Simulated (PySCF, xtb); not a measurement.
Cl₂GaHS, SMILES [SH][Ga]([Cl])[Cl].

xtb with GFN2-xTB at its own geometry gives an orbital gap of 3.32 eV and a dipole moment of 1.13 D.

Geometry: B3LYP-D3(BJ)/def2-SVP. The structure was generated by enumeration; whether it is a known compound was not checked. The values are those of a single conformer.

Task: What does PBE/def2-TZVP run with PySCF give? (An estimate is asked for; the answer gives what the named calculation found.)

Result: gap 4.41 eV (levels -7.11 and -2.69 eV), dipole 1.46 D.
